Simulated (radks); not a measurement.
Computed order of ionisation of cerium. At each step one electron was removed from each of the four highest sub-shells of the ion before, moves of one valence electron (up to charge 6) and the configuration listed by NIST were tried, and the lowest configuration was kept. Calculated with a radial shooting solver on a logarithmic mesh with Libxc functionals: scalar-relativistic Kohn-Sham, LDA (Slater exchange, Perdew-Wang correlation), spin-polarised, spherical densities, finite nucleus; Fermi nuclear charge, rms radius of each element as measured or else 0.836 A^(1/3) + 0.57 fm. Open shells are filled with parallel spins first.

[
 {"species": "Ce", "lowest configuration found": "[Xe] 4f2 6s2", "NIST configuration": "[Xe] 4f1 5d1 6s2 lies 0.594 eV higher", "margin to the next tried (eV)": "0.594", "IE (eV)": "5.570", "NIST IE (eV)": "5.539", "kind": "exp."},
 {"species": "Ce+", "lowest configuration found": "[Xe] 4f2 6s1", "NIST configuration": "differs (not computed)", "margin to the next tried (eV)": "0.903", "IE (eV)": "10.866", "NIST IE (eV)": "10.96", "kind": "semi-emp."},
 {"species": "Ce2+", "lowest configuration found": "[Xe] 4f2", "NIST configuration": "same", "margin to the next tried (eV)": "1.706", "IE (eV)": "21.264", "NIST IE (eV)": "20.197", "kind": "semi-emp."},
 {"species": "Ce3+", "lowest configuration found": "[Xe] 4f1", "NIST configuration": "same", "margin to the next tried (eV)": "7.584", "IE (eV)": "38.290", "NIST IE (eV)": "36.91", "kind": "semi-emp."},
 {"species": "Ce4+", "lowest configuration found": "[Xe]", "NIST configuration": "same", "margin to the next tried (eV)": "13.605", "IE (eV)": "66.613", "NIST IE (eV)": "65.6", "kind": "semi-emp."},
 {"species": "Ce5+", "lowest configuration found": "[Kr] 4d10 5s2 5p5", "NIST configuration": "same", "margin to the next tried (eV)": "19.507", "IE (eV)": "79.640", "NIST IE (eV)": "78", "kind": "semi-emp."},
 {"species": "Ce6+", "lowest configuration found": "[Kr] 4d10 5s2 5p4", "NIST configuration": "same", "margin to the next tried (eV)": "20.124", "IE (eV)": "92.922", "NIST IE (eV)": "91", "kind": "theory"},
 {"species": "Ce7+", "lowest configuration found": "[Kr] 4d10 5s2 5p3", "NIST configuration": "same", "margin to the next tried (eV)": "20.771", "IE (eV)": "109.90", "NIST IE (eV)": "106", "kind": "theory"},
 {"species": "Ce8+", "lowest configuration found": "[Kr] 4d10 5s2 5p2", "NIST configuration": "same", "margin to the next tried (eV)": "17.787", "IE (eV)": "124.34", "NIST IE (eV)": "125", "kind": "theory"},
 {"species": "Ce9+", "lowest configuration found": "[Kr] 4d10 5s2 5p1", "NIST configuration": "same", "margin to the next tried (eV)": "19.286", "IE (eV)": "138.91", "NIST IE (eV)": "140", "kind": "theory"},
 {"species": "Ce10+", "lowest configuration found": "[Kr] 4d10 5s2", "NIST configuration": "same", "margin to the next tried (eV)": "21.056", "IE (eV)": "176.67", "NIST IE (eV)": "172", "kind": "theory"},
 {"species": "Ce11+", "lowest configuration found": "[Kr] 4d10 5s1", "NIST configuration": "same", "margin to the next tried (eV)": "95.046", "IE (eV)": "194.34", "NIST IE (eV)": "192.2", "kind": "semi-emp."},
 {"species": "Ce12+", "lowest configuration found": "[Kr] 4d10", "NIST configuration": "same", "margin to the next tried (eV)": "97.806", "IE (eV)": "313.53", "NIST IE (eV)": "312", "kind": "theory"},
 {"species": "Ce13+", "lowest configuration found": "[Kr] 4d9", "NIST configuration": "same", "margin to the next tried (eV)": "102.88", "IE (eV)": "343.34", "NIST IE (eV)": "340", "kind": "theory"}
]

Reference values: NIST Atomic Spectra Database (exp. = measured, semi-emp. = semi-empirical, theory = theoretical value adopted there). Open shells are spherical and high-spin; term and fine-structure splittings are not resolved. Spin-orbit splitting is averaged out at the scalar-relativistic level.
